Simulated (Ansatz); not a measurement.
`CC(F)(F)[SiH2]F` → `CC(F)(F)F` + `[SiH2]`  (silylene formation by 1,1-elimination)

Program: Ansatz. Geometries: PBE0-D4/def2-TZVP. ΔE: electronic, gas phase. CCSD(T)/CBS adds triple-zeta CCSD(T) − MP2 to the extrapolated MP2 energy (def2 sets, frozen cores). This one scheme is used for every species. DFT in def2-TZVPP. B3LYP here is the variant with VWN-RPA as its local correlation; programs differ in this. One conformer a species, not always the lowest.

| level | ΔE (eV) | difference from CCSD(T)/CBS |
| --- | --- | --- |
| B3LYP-D4 | 3.61 | -0.07 |
| r2SCAN | 3.74 | 0.06 |
| PBE0 | 3.55 | -0.13 |
| SCS-MP2/def2-TZVPP | 3.67 | -0.01 |
| CCSD(T)/def2-TZVPP | 3.51 | -0.17 |
| HF/def2-QZVPP | 3.37 | -0.31 |
| SCS-MP2/def2-QZVPP | 3.77 | 0.09 |
| HF/CBS(def2) | 3.37 | -0.31 |
| MP2/CBS(def2) | 3.95 | 0.27 |
| CCSD/CBS(def2) | 3.64 | -0.04 |
| CCSD(T)/CBS | 3.68 | 0 |

Largest T1 diagnostic among the species: 0.014.

The D4 term adds +0.14 eV with B3LYP and +0.07 eV with PBE0; it sums over pairs of atoms, weighted by their polarisabilities, and B3LYP, whose exchange is more repulsive, gets the larger term. From PBE to PBE0 (25 % exact exchange), in def2-TZVPP and without D4, ΔE moves by +0.05 eV.
